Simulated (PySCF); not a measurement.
## Working with the constants of MgTl

TPSSh constants of MgTl, ²Π (doublet), unpaired electrons π ↑ (Mg aug-cc-pVDZ, Tl aug-cc-pVDZ-PP with ECP60; scalar-relativistic core potentials (PySCF 2.14); masses 23.9850 and 204.9744 u):

```
ωe            : 146.4 cm⁻¹
ωexe          : 1.29 cm⁻¹
Be            : 0.086224 cm⁻¹
αe            : 0.000840 cm⁻¹
De to Mg + Tl : 0.421 eV
```

Q: What force constant and bond length do these constants imply?

A: Reduced mass μred = 21.472 u; k = 5.8918×10⁻⁷·μred·ωe² (u, cm⁻¹, mdyn/Å) = 0.271 mdyn/Å; Re = √(16.8576/(μred·Be)) (u, cm⁻¹, Å) = 3.017 Å.

Q: Estimate the centrifugal constant D from the Kratzer relation and find the Dunham coefficient a1.

A: D = 4Be³/ωe² = 1.2e-07 cm⁻¹; a1 = −1 − αeωe/(6Be²) = -3.76.

These are scalar-relativistic numbers at best; spin–orbit coupling would shift them, the dissociation energy most. The state was picked by a PBE0 search and need not be the measured ground state.
